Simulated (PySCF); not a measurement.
## Ge⁺: excitation energy

Ge⁺ [Ar] 3d10 4s2 4p1 (2P) → Ge⁺ [Ar] 3d10 4s2 5s1 (2S), as a difference of total energies. All numbers are calculated (PySCF 2.14, scalar relativity through the core potential, in aug-cc-pwCVTZ-PP with ECP10MDF (8s7p6d4f1g, 96 functions)). Correlated levels: valence: 3s2 3p6 3d10 frozen. The calculations carry no spin-orbit coupling.

```tsv
method	excitation energy (eV)
UHF	7.429
MP2 (valence)	7.451
SCS-MP2 (valence)	7.468
CCSD (valence)	7.489
CCSD(T) (valence)	7.486
```

**Question.** How much does correlation contribute at CCSD(T) (valence)?

**Answer.** 7.486 − (7.429) = 0.057 eV, measured against UHF.

Errors of the correlated levels include the incompleteness of this basis and the frozen core.

For comparison: 7.591 eV (measured; NIST levels, between the centres of gravity of the two terms).
